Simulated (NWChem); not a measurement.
# TiH3O3F; SMILES [OH][Ti]([OH])([OH])[F]

```xyz
8

Ti    -0.0001     0.0702     0.0004
F      0.0347     1.8271    -0.0076
O      1.3907    -0.5437    -0.9137
H      2.1772    -1.0362    -0.6627
O      0.0799    -0.5075     1.6754
H     -0.5428    -0.9656     2.2467
O     -1.5060    -0.4856    -0.7552
H     -1.6926    -0.9589    -1.5709
```
Atoms are numbered in this order, from 1.

Results from NWChem. Pople sets run with spherical d functions. All runs use the structure optimised with PBE0/def2-SVP. Not confirmed as a minimum by frequencies. GIAO values for the isolated, static molecule; σ is the absolute isotropic shielding, δ = σ(reference) − σ with the isolated reference molecule computed at the same levels (19F: trichlorofluoromethane, 1H: tetramethylsilane, 17O: water).

| level | σ Ti1 (ppm) | δ F2 (ppm) | δ O3 (ppm) | δ H4 (ppm) |
|---|---|---|---|---|
| PBE/pcSseg-1 | -202.8 | 245.3 | 332.8 | 7.11 |
| B3LYP/6-31G* | 20.9 | 243.9 | 290.7 | 6.68 |
| BHandHLYP/pcSseg-1 | ___ | ___ | ___ | 6.69 |

**Question.** Fill in the missing entries.

**Answer.** 
- BHandHLYP/pcSseg-1, σ Ti1 (ppm): 10.0
- BHandHLYP/pcSseg-1, δ F2 (ppm): 229.7
- BHandHLYP/pcSseg-1, δ O3 (ppm): 324.7
